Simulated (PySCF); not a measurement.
Trend along the alkali metals: MNa cations

CCSD(T) with double-zeta basis sets in PySCF, for the lowest determinant that a PBE0 search found; no spin–orbit coupling. De refers to high-spin ground-configuration atoms (the charge goes to the atom of lower measured ionisation energy or higher electron affinity, which is not always the lowest computed limit).

| M | basis | reference, frozen orbitals | charged atom | state (unpaired electrons) | Re (Å) | ωe (cm⁻¹) | De (eV) |
| --- | --- | --- | --- | --- | --- | --- | --- |
| Li | aug-pcseg-1 | UHF, 1 | Na+ | doublet (σ ↑) | 3.450 | 182 | 0.85 |
| Na | x2c-SVPall | UHF, 2 | Na+ | doublet (σ ↑) | 3.772 | 113 | 0.95 |
| K | pcseg-1 | UHF, 6 | K+ | doublet (σ ↑) | 4.151 | 97.1 | 0.56 |
| Rb | def2-SVPD | UHF, 1 | Rb+ | doublet (σ ↑) | 4.357 | 70.7 | 0.47 |
| Cs | def2-SVP | UHF, 1 | Cs+ | doublet (σ ↑) | 4.632 | 62.4 | 0.37 |

The shortest bond is that of NaLi⁺ (3.450 Å), the longest that of CsNa⁺ (4.632 Å).

The rows differ in basis set, which adds steps of its own.

Down a group the atoms grow and get heavier, so bonds lengthen and wavenumbers fall; this series shows no clear exception.

Correlated steps freeze the inner cores (1 to 6 orbitals); shallow outer-core shells are correlated. Weak bonds: CsNa⁺, RbNa⁺. Basis-set superposition, not corrected here, can be much of De in a small basis, most of all at correlated wavefunction levels. Spin–orbit coupling is left out. For an ion De counts to the pair picked by the measured ionisation energies or electron affinities, which need not be the lowest pair at this level. States were picked by a PBE0 search and need not be the measured ground states.
